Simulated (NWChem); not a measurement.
Si2H5O2F; SMILES O[SiH](O)[SiH2]F

```xyz
10

O      1.5119     1.2421    -0.4494
Si     0.1125     0.8645     0.3700
O     -1.1756     1.8147    -0.0843
Si    -0.5728    -1.2761    -0.2697
F      0.5433    -2.3505     0.2538
H      2.1855     1.7356     0.0265
H      0.3857     1.0150     1.8376
H     -1.1479     2.7548     0.1184
H     -0.6793    -1.3994    -1.7529
H     -1.8797    -1.6450     0.3504
```
Atoms are numbered in this order, from 1.

Program: NWChem. Medium grid unless said otherwise, to which SCAN and Minnesota functionals are sensitive. The geometry was optimised at PBE0/def2-SVP.

For level r2SCAN0/def2-SVP:

```
Quantity                     Value
---------------------------  -----
highest occupied level (eV)  -8.20
orbital gap (eV)              8.12
```

Problem. Estimate the same quantities for level M05-2X/def2-SVP.

Solution. 
| Property | Value |
|---|---|
| highest occupied level (eV) | -9.25 |
| orbital gap (eV) | 10.10 |
